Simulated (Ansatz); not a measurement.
Ga₃N₄⁻, relaxed as a singlet with RKS PBE-D4/def2-SVPD in Ansatz, starting from the GFN1-xTB geometry. Force threshold 0.02 eV/Å.

The structure comes from a short search, and lower isomers may exist.

Start:

```xyz
7

Ga    1.246   -0.004    2.076
Ga   -0.686   -1.163    0.102
Ga   -0.887    0.776   -2.291
N     0.549    1.224   -0.423
N    -1.569   -0.977   -1.533
N     0.059   -1.576    1.781
N     1.288    1.721    0.289
```

```
         step   energy (eV)  largest force component (eV/Å)  SCF passes
            1  -163040.8651                           1.926          48
            2  -163041.4421                           1.641          33
            3  -163041.9176                           0.522          31
            4  -163042.0945                           0.340          31
            5  -163042.1709                           0.236          29
            6  -163042.2145                           0.180          28
 7 (rejected)  -163042.2081                           1.909          29
            8  -163042.2193                           0.287          22
            9  -163042.2252                           0.864          28
           10  -163042.2425                           0.139          26
           11  -163042.2509                           0.029          27
12 (rejected)  -163041.8946                           6.757          27
           13  -163042.2546                           0.096          29
           14  -163042.2555                           0.186          28
           15  -163042.2583                           0.010          29
16 (rejected)  -163042.2582                           0.223          22
           17  -163042.2584                           0.007          24
           18  -163042.2585                           0.039          22
           19  -163042.2585                           0.016          24
```

Force components are those of the run's own axes.

End:

```xyz
7

Ga    1.371   -0.994    2.788
Ga   -0.760   -1.094    0.137
Ga   -1.458    0.242   -2.882
N     1.390    1.548   -0.368
N    -1.567   -0.798   -1.397
N    -0.006   -1.425    1.689
N     1.030    2.522    0.033
```

Bonds lost: Ga1–N7, Ga3–N4 (atoms count from 1). The end holds 2 separate pieces.

The force fell under the threshold at step 15, but the optimiser went on. No frequencies were taken in this run, so the end may be a saddle point.

Hardware: 4 threads of Arm Neoverse V1 on a shared host. Wall time 44 s.
